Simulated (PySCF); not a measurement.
# Telling isomers of C$_{5}$H$_{7}$N$_{3}$O$_{2}$ apart by NMR

- shielding tensors at PBE0/pcSseg-1 (GIAO)
- geometry: GFN2-xTB
- run in PySCF 2.14
- non-relativistic Hamiltonian, isolated molecule, one averaged value for each set of equivalent atoms, one computed conformer

References, each an isolated molecule treated in the same way: ¹H (σref 31.72) and ¹³C (σref 186.93) against TMS. Where no couplings were computed, multiplicities follow the n + 1 count of equivalent neighbours, and m marks all less simple cases (inequivalent or close neighbours, rings, F or P nearby). Shifts are as computed. Against solution values, carbons near 30 ppm lie about +3 ppm off and those near 130 ppm about +5 ppm. Of 1211 compounds with measured shifts, 218 miss one by over three times the rms of a fit or turn the order of signals round; such compounds aren't used in these exercises. OH and NH positions are gas-phase values without hydrogen bonding to other molecules.

(1) Tabulate the signals of `COC(=O)c1cnn(C)n1`, `COC(=O)c1ncnn1C`, `COC(=O)c1cn(C)nn1`, `COc1nc(C(C)=O)n[nH]1`, `COC(=O)c1n[nH]nc1C`, `COC(=O)c1nncn1C` and their relative energies.

(2) What is the quickest way to tell COC(=O)c1n[nH]nc1C from COC(=O)c1nncn1C?

(3) What is the quickest way to tell COC(=O)c1cnn(C)n1 from COc1nc(C(C)=O)n[nH]1?

(4) What is the quickest way to tell COC(=O)c1ncnn1C from COC(=O)c1nncn1C?

Results:

(1) 
```tsv
SMILES	carbon types	δC	δH	E rel. (kcal/mol)
COC(=O)c1cnn(C)n1	2×C 1×CH 2×CH3	168.8, 145.8, 144.1, 53.6, 42.0	8.22 (s, 1H), 4.30 (s, 3H), 4.10 (s, 3H)	11.2
COC(=O)c1ncnn1C	2×C 1×CH 2×CH3	167.6, 153.5, 149.1, 54.1, 40.3	7.89 (s, 1H), 4.36 (s, 3H), 4.17 (s, 3H)	0.0
COC(=O)c1cn(C)nn1	2×C 1×CH 2×CH3	169.3, 148.2, 136.4, 53.7, 36.3	8.19 (s, 1H), 4.25 (s, 3H), 4.16 (s, 3H)	16.4
COc1nc(C(C)=O)n[nH]1	3×C 2×CH3	195.7, 166.7, 159.7, 59.2, 31.9	9.29 (br s, 1H), 4.25 (s, 3H), 2.71 (s, 3H)	10.1
COC(=O)c1n[nH]nc1C	3×C 2×CH3	170.0, 155.8, 142.0, 53.6, 14.8	10.75 (br s, 1H), 4.13 (s, 3H), 2.81 (s, 3H)	6.7
COC(=O)c1nncn1C	2×C 1×CH 2×CH3	167.8, 150.3, 149.2, 54.0, 34.5	7.83 (s, 1H), 4.20 (s, 3H), 4.04 (s, 3H)	8.2
```

Energies are electronic energies at PBE0/pcSseg-1 on these geometries, without zero-point or thermal terms, each for the one conformer computed, which needn't be the lowest.

(2) Both give the same number of carbon signals, but DEPT or the intensities differ. The first has a methyl carbon on an aromatic ring (CH3) at 14.8 ppm, the second an aromatic CH between two ring heteroatoms at 149.2 ppm. Their most deshielded carbons lie at 170.0 and 167.8 ppm. In the proton spectra the most deshielded non-exchanging signals are 4.13 (s, 3H) and 7.83 (s, 1H).

(3) Both give the same number of carbon signals, but DEPT or the intensities differ. The first has an aromatic CH next to a ring nitrogen at 144.1 ppm, the second a ketone carbonyl carbon (C) at 195.7 ppm. Their most deshielded carbons lie at 168.8 and 195.7 ppm. In the proton spectra the most deshielded non-exchanging signals are 8.22 (s, 1H) and 4.25 (s, 3H).

(4) Both give the same number of carbon signals, with the same numbers of each carbon type, so the positions decide. The first has a methyl carbon bonded to N (CH3) at 40.3 ppm, the second a methyl carbon bonded to N (CH3) at 34.5 ppm. Their most deshielded carbons lie at 167.6 and 167.8 ppm.
